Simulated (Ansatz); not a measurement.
Consider the formal hydrolysis of a Zr–F bond: `[OH][Zr]([OH])([F])[I]` + H₂O → `[OH][Zr]([OH])([OH])[I]` + H–F.

Gas-phase electronic energies from Ansatz, PBE0-D4/def2-TZVP geometries. CCSD(T)/CBS adds triple-zeta CCSD(T) − MP2 to the extrapolated MP2 energy (def2 sets, frozen cores). This one scheme is used for every species. DFT in def2-TZVPP. def2 core potentials past Kr. For I, Zr outer-core shells are correlated without core-valence functions, which leaves a few kJ/mol of doubt a bond. One conformer a species, not always the lowest.

```json
{"level": "CAM-B3LYP", "ΔE (kcal/mol)": "12.7"}
{"level": "HF/def2-SVP", "ΔE (kcal/mol)": "11.9"}
```

Question: What does CCSD(T)/CBS give? (An estimate is asked.)

Answer: The calculation gave: +10.9 kcal/mol. The listed levels differ from it by 1.8, 1.0 kcal/mol.

Largest T1 diagnostic among the species: 0.015.

In def2-TZVPP, CCSD(T) changes the Hartree–Fock value by −1.3 kcal/mol (the triples alone add −0.1 kcal/mol) and MP2 by −2.1 kcal/mol. Leaving LDA and LC-ωPBE aside and taking each functional with its dispersion term where it has one, the values, not all of them listed here, spread over 2.3 kcal/mol, from PBE-QIDH to B97M-V. LDA lies −1.8 kcal/mol from PBE without D4. From r2SCAN to r2SCAN0 (25 % exact exchange), in def2-TZVPP and without D4, ΔE moves by −0.9 kcal/mol.
